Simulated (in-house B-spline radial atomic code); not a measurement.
Si³⁺. Computed with a B-spline radial atomic code. Model: all-electron spherical atom, spin shells full or empty, radial basis limit, no spin-orbit coupling, Breit or QED, empty-state partial waves extrapolated as (l+1/2)^-4, RPA, G0W0 and static COHSEX of the highest shell as one setting changes (uncorrelated shells keep exact exchange).

Empty levels are discrete states of a finite basis, so the steps are uneven.

Given: element Si; charge 3; filled core Ne; hamiltonian non-relativistic; mean-field start Hartree-Fock; highest l of empty states 9; lowest nl shells left uncorrelated 2; highest mean-field shell 3s up; box radius 14.14 bohr.

Shell: 3s 1 0 (electrons up and down).

| highest empty level kept (hartree) | RPA correlation energy (hartree) | G0W0 level (eV) | G0W0 minus most complete (meV) | COHSEX level (eV) | linearised minus solved G0W0 (meV) |
| --- | --- | --- | --- | --- | --- |
| 5.33 | -0.088553 | -45.555 | 152.7 | -46.365 | 0.2 |
| 10.67 | ? | ? | ? | ? | ? |
| 18.67 | -0.21753 | -45.648 | 59.1 | -46.558 | 0.2 |
| 32 | -0.26269 | -45.672 | 35.9 | -46.623 | 0.2 |
| 53.33 | -0.29321 | -45.687 | 19.9 | -46.673 | 0.3 |
| 96 | -0.31154 | -45.698 | 9.7 | -46.704 | 0.3 |
| 160 | -0.32226 | -45.704 | 3.9 | -46.719 | 0.3 |
| 320 | -0.32733 | -45.706 | 1.1 | -46.727 | 0.3 |
| 640 | -0.32871 | -45.707 | 0.3 | -46.729 | 0.3 |
| 1333.3 | ? | ? | ? | ? | ? |
| 3200 | -0.32917 | -45.707 | 0 | -46.729 | 0.3 |
| 10667 | -0.32917 | -45.707 | 0 | -46.729 | 0.3 |

(1) What follows for highest empty level kept = 10.67?

(2) What follows for highest empty level kept = 1333.3?

Answers

(1) RPA correlation energy -0.15229 hartree; G0W0 level -45.617 eV; G0W0 minus most complete 90.2 meV; COHSEX level -46.481 eV; linearised minus solved G0W0 0.2 meV.

(2) RPA correlation energy -0.32912 hartree; G0W0 level -45.707 eV; G0W0 minus most complete 0 meV; COHSEX level -46.729 eV; linearised minus solved G0W0 0.3 meV.
